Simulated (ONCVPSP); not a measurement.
Configuration tests for As (ONCV)

| Property | Result |
| --- | --- |
| Element | As |
| Generator | ONCVPSP 4.0.1 |
| Type | optimised norm-conserving Vanderbilt (ONCV) |
| Functional | PBEsol |
| Relativity | scalar-relativistic |
| Frozen core | [Ar] |
| Valence charge | 15 |
| Reference configuration | 3d10 4s2 4p3 |
| Partial waves | 4s: rc 1.55 bohr, ncon 4, nbas 7, qcut 4.4 1/bohr, 2 projectors, debl 0.3 Ha; 4p: rc 2.00 bohr, ncon 4, nbas 9, qcut 4.3 1/bohr, 2 projectors, debl 1 Ha; 3d: rc 0.80 bohr, ncon 4, nbas 8, qcut 23.9 1/bohr, 2 projectors, debl 3.8 Ha |
| Local potential | polynomial inside 0.70 bohr (lpopt 5, dvloc0 -1 Ha) |
| Core correction | Teter function, fcfact 3, rcfact 1.65 |

In the s channel the program set the typed energies aside and used -0.533, 0.250 Ha.

Energies are relative to the spin-unpolarised reference configuration 3d10 4s2 4p3; without spin polarisation the order of configurations can differ from experiment.

(1) Give the all-electron excitation energy and the error of the potential for: 3d10 4s2 4p2; 3d10 4s2 4p1; 3d10 4s2 4p0; 3d10 4s2 4p2.5.

Levels in the configuration 3d10 4s2 4p2.5:

```
level  all-electron (eV)  pseudo (eV)
   3d            -45.270      -45.255
   4s            -18.758      -18.759
   4p             -9.101       -9.102
```

Note: ghosts flagged at negative energy: s at -226.8 eV; GHOST(+) flagged for p at 17.3 eV. A true bound ghost makes a file unfit for plane-wave use.

## Answers

(1)

```json
{"valence configuration": "3d10 4s2 4p2", "charge": "+1", "ΔE all-electron (eV)": "9.158", "error AE − PS (meV)": "-2.0"}
{"valence configuration": "3d10 4s2 4p1", "charge": "+2", "ΔE all-electron (eV)": "27.100", "error AE − PS (meV)": "-9.3"}
{"valence configuration": "3d10 4s2 4p0", "charge": "+3", "ΔE all-electron (eV)": "54.824", "error AE − PS (meV)": "-30"}
{"valence configuration": "3d10 4s2 4p2.5", "charge": "+0.5", "ΔE all-electron (eV)": "3.558", "error AE − PS (meV)": "-0.6"}
```
